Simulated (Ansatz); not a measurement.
Four-centre ligand exchange

Start structure (Si2H5F3, singlet), relaxed at PBE0-D4/def2-TZVP:

| atom | x (Å) | y (Å) | z (Å) |
| --- | --- | --- | --- |
| Si1 | -0.2331 | -2.0740 | -0.2363 |
| F2 | 0.9835 | -1.9937 | -1.2291 |
| F3 | -1.2549 | -0.9371 | -0.6134 |
| F4 | 0.2933 | -1.8001 | 1.2200 |
| H5 | -0.8756 | -3.3843 | -0.3136 |
| H6 | 1.1555 | 0.9824 | -0.2204 |
| Si7 | 0.2141 | 2.0375 | 0.2344 |
| H8 | -0.5799 | 1.5324 | 1.3818 |
| H9 | 0.9901 | 3.2312 | 0.6572 |
| H10 | -0.6929 | 2.4058 | -0.8806 |

The step: SiHF₃ ([F][SiH]([F])[F]) + SiH₄ → Si₂H₄F₂ ([F][SiH]([F])[SiH3]) + HF; bonds formed: Si1–Si7, F2–H6; bonds broken: Si1–F2, H6–Si7. Computed with Ansatz 0.2.0 (basis: def2-TZVPP and def2-QZVPP); correlated methods freeze the cores. Extrapolation: Hartree–Fock as exp(−7.88 √X), correlation as X^−2.97. Energies below are by CCSD(T) at an estimated basis limit (MP2 extrapolated from triple and quadruple zeta, plus CCSD(T) − MP2 in triple zeta).

(1) What are the electronic barrier and the energy of the step, from the start structure to the end structure? (Judge from chemistry; the value comes from the calculation.)

No T1 diagnostic of these runs exceeds 0.014.

## Answers

(1) Computed: Barrier 75.41 kcal/mol; step energy 37.46 kcal/mol (uphill); reverse barrier, their difference, 37.95 kcal/mol. Barrier and step energy count from the start structure, the reverse barrier from the end structure.

The saddle point: One imaginary mode of 1046i cm⁻¹.
| pair | start (Å) | saddle (Å) | end (Å) |
| --- | --- | --- | --- |
| Si1–Si7 | 4.16 | 2.59 | 2.34 |
| F2–H6 | 3.15 | 1.17 | 0.93 |
| Si1–F2 | 1.57 | 1.92 | 3.56 |
| H6–Si7 | 1.49 | 1.83 | 3.35 |

Zero-point energy (harmonic, PBE0-D4): ZPE is 31.31 kcal/mol at the start and 30.23 kcal/mol at the saddle, so the barrier goes from 75.41 to 74.33 kcal/mol.

Labels in which every atom is bracketed show which atoms are joined, not bond orders.

For scale, one of the runs: CCSD(T)/def2-TZVPP, 247 basis functions, launched by `ansatz run in.yaml --threads 8 --pin off --events-out ev --progress --plain --max-ram 19148MiB`. Time: 45 s of wall clock on 8 CPU threads of an Intel Xeon Platinum 8259CL; the host was shared. Peak host memory: 5.2 GiB.
